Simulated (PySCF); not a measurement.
**Mg: excitation energy**

Mg [Ne] 3s2 (1S) → Mg [Ne] 3s1 3p1, s spin flipped, as a difference of total energies. All numbers are calculated (PySCF 2.14, the non-relativistic Hamiltonian (point nucleus), in dyall-acv3z). Correlated levels: valence: [Ne] frozen; valence and next inner shell: 1s2 frozen; virtual orbitals above 40 to 60 times the deepest correlated orbital energy dropped. The calculations carry no spin-orbit coupling.

```tsv
method	excitation energy (eV)
UHF	3.097
LDA	3.307
PBE	3.138
PBE0	3.182
r2SCAN	2.938
PW91	3.147
HSE06	3.173
BP86	3.107
MP2 (valence)	3.308
SCS-MP2 (valence)	3.351
MP2 (valence and next inner shell)	3.412
SCS-MP2 (valence and next inner shell)	3.431
```

Question: How much does correlation contribute at MP2 (valence and next inner shell)?

Answer: 3.412 − (3.097) = 0.315 eV, measured against UHF.

The upper determinant mixes two multiplicities, so it lies between the two terms.
